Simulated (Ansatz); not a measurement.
Start from `[SiH3]CB[AsH2]` and change one atom or group to get `OBC[SiH3]`.

Ansatz, PBE0-D4/def2-TZVP geometries, multiplicity 1. Each molecule was computed in one conformer, which needn't be the lowest.

Scalar relativity is left out up to krypton.

| property | `[SiH3]CB[AsH2]` |
| --- | --- |
| HOMO–LUMO gap (PBE/def2-TZVPP) / eV | 3.68 |
| LUMO energy (PBE0/def2-TZVPP) / eV | -1.49 |
| HOMO energy (PBE/def2-TZVPP) / eV | -6.07 |
| LUMO energy (ωB97M-V/def2-TZVPP) / eV | 0.41 |
| HOMO energy (B3LYP/def2-TZVPP) / eV | -6.91 |
| HOMO–LUMO gap (B3LYP/def2-TZVPP) / eV | 5.25 |

(1) What does the change do to each property? (Estimate.)

Results:

(1) The calculation gave: 
```tsv
property	`OBC[SiH3]`	shift
HOMO–LUMO gap (PBE/def2-TZVPP) / eV	6.03	2.35
LUMO energy (PBE0/def2-TZVPP) / eV	-0.16	1.33
HOMO energy (PBE/def2-TZVPP) / eV	-7.15	-1.08
LUMO energy (ωB97M-V/def2-TZVPP) / eV	1.70	1.29
HOMO energy (B3LYP/def2-TZVPP) / eV	-8.34	-1.43
HOMO–LUMO gap (B3LYP/def2-TZVPP) / eV	7.95	2.70
```

With PBE0 the HOMO falls by 1.43 eV and the LUMO rises by 1.33 eV, so the gap widens by about 2.76 eV. PBE moves the HOMO by -1.08 eV and ωB97M-V by -1.61 eV. The zero-point energy changes by -1.1 kJ/mol with -3 modes.

B3LYP here is the variant with VWN-RPA as its local correlation; programs differ in this.
